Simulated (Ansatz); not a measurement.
Mean bond length (Å) of eight silicon and germanium compounds: PBE-D3(BJ) beside r2SCAN-D4, computed with Ansatz (a first-principles code) for isolated molecules in the bases named; differences from unrounded values. The eight are the first of their class met in an unordered collection, after screening for sound electronic states; none was chosen by its value. Each level has its own optimised geometry.

| molecule | basis | r2SCAN-D4 | PBE-D3(BJ) | difference |
|---|---|---|---|---|
| BrFH₂O₂Si, SMILES O[Si](O)(F)Br | def2-SVP | 1.502 | 1.515 | 0.013 |
| CH₉FOSi₃, SMILES [SiH2](C)[SiH2]O[SiH2]F | def2-SVP | 1.532 | 1.542 | 0.011 |
| C4H7FSi, SMILES C=C=C(F)[SiH2]C | def2-SVP | 1.354 | 1.362 | 0.008 |
| C3H9FOSi, SMILES C(C)(C)([SiH2]O)F | def2-SVP | 1.330 | 1.338 | 0.009 |
| Cl2H4SSi2, SMILES Cl[SiH2]S[SiH2]Cl | def2-SVP | 1.797 | 1.808 | 0.011 |
| GeHCl₃, SMILES [Cl][GeH]([Cl])[Cl] | def2-SVP | 1.987 | 2.003 | 0.016 |
| C2H7ClOSi2, SMILES O[SiH2]/C(Cl)=C/[SiH3] | def2-SVP | 1.506 | 1.515 | 0.009 |
| FH6NOSi2, SMILES N[Si@@H](O)[SiH2]F | def2-SVP | 1.488 | 1.499 | 0.011 |

PBE-D3(BJ) lies below r2SCAN-D4 in 0 and above it in 8 of the eight; the mean signed difference is 0.011 and the largest 0.016 Å.
